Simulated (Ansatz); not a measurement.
CrCl2, relaxed as a triplet with UKS PBE-D4/def2-TZVP in Ansatz, starting from the PBE-D4/def2-TZVP geometry of the neutral quintet. Force threshold 0.02 eV/Å.

The charge 0 triplet is spin-contaminated (final ⟨S²⟩ up to 2.94, 2.00 for a pure state). At PBE-D4/def2-TZVP a quintet of charge 0 lies 1.20 eV below the triplet, each at its own geometry.

Start:

```xyz
3

Cr    0.000    0.000    0.000
Cl   -0.911    0.898   -1.757
Cl    0.911   -0.898    1.757
```

```json
{"step": "1", "energy (eV)": "-53452.8883", "largest force component (eV/Å)": "0.327", "SCF passes": "244"}
{"step": "2", "energy (eV)": "-53452.8958", "largest force component (eV/Å)": "0.099", "SCF passes": "176"}
{"step": "3", "energy (eV)": "-53452.8966", "largest force component (eV/Å)": "0.005", "SCF passes": "112"}
```

Force components are those of the run's own axes.

End:

```csv
atom,x (Å),y (Å),z (Å)
Cr1,0.000,0.000,0.000
Cl2,-0.900,0.887,-1.737
Cl3,0.900,-0.887,1.737
```

By distances, no bond broke or formed. The bond that changes most is Cr1–Cl3, from 2.17 to 2.15 Å (atoms count from 1).

No frequencies were taken in this run, so the end may be a saddle point.

Run time 35 s (2 threads of Intel Xeon 6975P-C on a shared host).
